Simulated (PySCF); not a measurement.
**Working out the ionisation energy of Co²⁺**

Co²⁺ [Ar] 3d7 (4F) → Co³⁺ [Ar] 3d6 (5D). Calculation: PySCF 2.14, in aug-cc-pVTZ-DK (8s7p5d3f2g, 93 functions); the spin-free X2C one-electron Hamiltonian (Gaussian nucleus). Frozen: [Ar]. Energies in hartree (1 hartree = 27.21139 eV):

| part | Co²⁺ (lower) | Co³⁺ (upper) |
| --- | --- | --- |
| UHF | -1391.055525 | -1389.908994 |
| CCSD correlation | -0.184418 | -0.121586 |
| (T) | -0.003785 | -0.001327 |

Task: What does Hartree-Fock give?

Result: (-1389.908994) − (-1391.055525) = 1.146531 hartree = 31.199 eV.

Task: What do CCSD and CCSD(T) give?

Result: The CCSD correlation energies differ by 0.062832 hartree = 1.710 eV and the triples by 0.002458 hartree = 0.067 eV, so CCSD gives 32.909 eV and CCSD(T) 32.976 eV.

Reference: 33.5 ± 0.06 eV (semi-empirical (NIST evaluation); NIST Atomic Spectra Database, ionization energies), between the lowest levels; spin-orbit coupling is absent from the calculation.

What remains against the reference includes basis incompleteness, the frozen core and higher excitations.
